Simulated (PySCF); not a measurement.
B$_{2}$H$_{3}$OSi (calculated)

All values are calculated (PySCF 2.14.0). Calculation on a computer-drawn molecule: the log of a Hartree-Fock and frozen-core CCSD(T) single point meant for a local Hartree-Fock minimum, with one planted fault or none, to be diagnosed. Offsets are logged minus clean, where the clean run is the same molecule without the fault. The reference is restricted for singlets and unrestricted otherwise, and also for a bond in bohr or an excited solution. Adding or removing an electron swaps singlet and doublet. The excited solution moves the top pair (singlet) or top alpha electron (doublet) to the lowest empty orbital. Highest occupied and lowest empty are orbital energies over both spins, largest force is the largest gradient component, triples share is (T) over the correlation energy, the T1 limit is 0.02 restricted and 0.045 unrestricted, electrons count all cores, a negative frequency is imaginary (commonest isotopes), and the dipole is about the centre of nuclear charge.

```xyz
7
formula=B2H3OSi meant_charge=0 meant_multiplicity=2 meant_basis=cc-pV(D+d)Z logged_electrons=35 logged_basis_functions=80 logged_SCF_converged=yes logged_spin_squared=0.7596 logged_highest_occupied=-9.702 logged_lowest_empty=-0.084587 logged_largest_force=0.11263 logged_T1_diagnostic=0.022282 logged_D1_diagnostic=0.069351 logged_triples_share=0.030697 logged_CC_converged=yes logged_dipole_magnitude=3.6591 logged_SCF_stable_within_its_kind=yes logged_energy_HF=-414.79463 logged_energy_CCSD(T)=-415.25791 possible_faults=no_fault,one_electron_removed,one_electron_added,multiplicity_raised_by_two,geometry_at_a_saddle_point,SCF_held_on_an_excited_solution,minimal_basis_STO-3G,one_bond_length_entered_in_bohr,all_coordinates_scaled
B      2.9540    -0.3263     1.5636
B      2.4465     0.9251     0.9492
Si     0.5598     0.9295     1.0768
O     -0.1242    -0.1514     1.6847
H      3.2698    -1.2777     2.0360
H      3.0574     1.7433     0.4826
H     -0.1230     2.0251     0.5554
```

Units: logged_highest_occupied, logged_lowest_empty in eV; logged_largest_force in hartree/bohr; logged_dipole_magnitude in debye; logged_energy_HF, logged_energy_CCSD(T) in hartree.

Drawn bonds:
| atom | other atom | order |
| --- | --- | --- |
| 1 | 2 | 1 |
| 2 | 3 | 1 |
| 3 | 4 | 2 |
| 1 | 5 | 1 |
| 2 | 6 | 1 |
| 3 | 7 | 1 |

Question: B$_{2}$H$_{3}$OSi: planted fault?
Answer: all coordinates scaled, by -6.1 %

Further results for B$_{2}$H$_{3}$OSi:

- HF energy offset from clean run: 19.74 kcal/mol
- CCSD(T) energy offset from clean run: 26.05 kcal/mol
